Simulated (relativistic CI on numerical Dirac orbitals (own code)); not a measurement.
**Spin-allowed bands of a d2 ion in a tetrahedral site, by hand**

Problem. Take Δ = 9260 cm⁻¹ and B = 850 cm⁻¹ for a d2 ion in a tetrahedral site. Calculate the three spin-allowed bands.

Working.
1. The terms of highest spin are 3F (energy 0) and 3P (15B = 12750 cm⁻¹). Here the F term splits into A2 at −1.2Δ = -11112, T2 at −0.2Δ = -1852 and T1 at +0.6Δ = 5556 cm⁻¹.
2. The two T1 states mix through the element 0.4Δ: H = [[5556, 3704], [3704, 12750]], with roots ½(H₁₁ + H₂₂) ∓ ½√[(H₂₂ − H₁₁)² + 4H₁₂²] = ½(18306) ∓ ½(10326) = 3990 and 14316 cm⁻¹.
3. The ground term is 3A2 at -11112 cm⁻¹.
4. Bands: 3T2 9260 cm⁻¹ (1080 nm), 3T1(F) 15102 cm⁻¹ (662 nm), 3T1(P) 25428 cm⁻¹ (393 nm).

Check. Exact diagonalisation of the whole d2 shell with these parameters gives 3T2 9260, 3T1 15102, 3T1 25428 cm⁻¹. The match is exact, since without spin-orbit coupling no other term has this spin. The ratio of the second band to the first, 1.631, depends on Δ/B = 10.9 alone, which is how a Tanabe-Sugano diagram is read.
